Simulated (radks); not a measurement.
Results of a calculation; reference values are marked as such.
Q: Ionisation of Rb3+, [Ar] 3d10 4s2 4p4, to Rb4+, [Ar] 3d10 4s2 4p3, under several functionals. Dirac Kohn-Sham, spin-unpolarised, spherical densities, finite nucleus; open shells fill j = l - 1/2 first; a radial shooting solver on a logarithmic mesh with Libxc functionals. The NIST Atomic Spectra Database gives 52.2 eV (semi-empirical). Rank these functionals by the error of their Delta-SCF ionisation energy: exchange-only B88; RPBE; SOGGA; B86b exchange with PBE correlation; BP86.

A: From best to worst: exchange-only B88 51.968 eV (-0.232); SOGGA 53.031 eV (+0.831); RPBE 53.079 eV (+0.879); B86b exchange with PBE correlation 53.152 eV (+0.952); BP86 53.250 eV (+1.050). Spin polarisation and multiplet splitting are left out, so open shells lie too high by an amount that depends on their filling.

Beside tabulated values, note that spin-unpolarised runs miss the spin-polarisation part of the exchange energy of open shells.
